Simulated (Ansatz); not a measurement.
## Equilibrium of C2H5BrSi + KOH ⇌ C2H6OSi + KBr at process temperatures

Species: C2H5BrSi `C=C[SiH2]Br`, singlet; KOH `[OH][K]`, singlet; C2H6OSi `C=C[SiH2]O`, singlet; KBr, singlet. The partners trade Br for OH: Si–Br and K–OH bonds give way to Si–OH and K–Br.

The electronic reaction energy at CCSD(T)/def2-TZVPP is -177.2 kJ/mol. Shapes: PBE0-D4/def2-TZVP. Flexible molecules stand in one conformer, not always the lowest. Programs: Ansatz 0.2.0. Enthalpy and entropy come from rigid-rotor, harmonic-oscillator sums on unscaled PBE0-D4/def2-TZVP wavenumbers, ideal gases at 1 bar; R ln 2 is added for the mirror twin of the chiral shape of C2H5BrSi, C2H6OSi. Symmetry numbers: C2H5BrSi 1, KOH 1, C2H6OSi 1, KBr 1. R = 8.3145 J/(mol K).

| T (K) | ΔH (kJ/mol) | ΔS (J/(mol K)) |
| --- | --- | --- |
| 300 | -173.7 | 0.0 |
| 500 | -174.8 | -2.8 |
| 700 | ? | ? |

Task: Work out ln K at 300 and 500 K, and from these estimate it at 700 K.

Result: 
1. 300 K: ΔG = -173.7 − 300 × (0.0)/1000 = -173.7 kJ/mol; ln K = −ΔG/RT = +69.64.
2. 500 K: ΔG = -174.8 − 500 × (-2.8)/1000 = -173.4 kJ/mol; ln K = −ΔG/RT = +41.71.
3. Slope against 1000/T: (+41.71 − (+69.64))/(2.0000 − 3.3333) = +20.95, that is −ΔH/R with ΔH near -174 kJ/mol.
4. 700 K: ln K = +69.64 + (+20.95) × (1.4286 − 3.3333) = +29.74.

The full sums give ΔH = -175.5 kJ/mol, ΔS = -4.0 J/(mol K), ΔG = -172.7 kJ/mol and ln K = +29.67 at 700 K, so the line is off by +0.07 in ln K; without rounding the miss is +0.06, from the change of ΔH with temperature. The products are favoured over this whole range. An error of 10 kJ/mol in the energy moves ln K by 1.7 at 700 K. Soft modes are treated as harmonic, which can err either way at these temperatures; the lowest are those of C2H5BrSi (74 cm⁻¹), C2H6OSi (110 cm⁻¹). Other conformers aren't counted. Relativity is left out for Br. Outer-core shells of Br, K are correlated, in sets that cover them unevenly.
